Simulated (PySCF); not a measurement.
HSSi, SMILES [Si]=[SH+] (connectivity only; charge and spin as stated), charge +1, multiplicity 1. Geometry optimised at B3LYP-D3(BJ)/def2-TZVP. The isomer is the one that the SMILES or the coordinates give; other isomers of the formula were not compared.

PySCF with TDA-LC-ωPBE/def2-TZVPD puts the lowest singlet excitations at 4.00, 4.02, 4.63, 5.57, 7.40, 7.88 eV and the lowest triplet (TDA) at 2.42 eV.

Question: What are the lowest singlet roots from EOM-CCSD/aug-cc-pVDZ run with PySCF 2.14.0? (Estimate from the structure and the level; the computed values follow.)

Answer: 3.84, 3.97, 4.70, 5.19, 7.55, 7.58 eV; triplets 2.70, 3.41, 3.69 eV. S1 differs by -0.17 eV (second minus first; roots are paired by order, and the bases may differ).
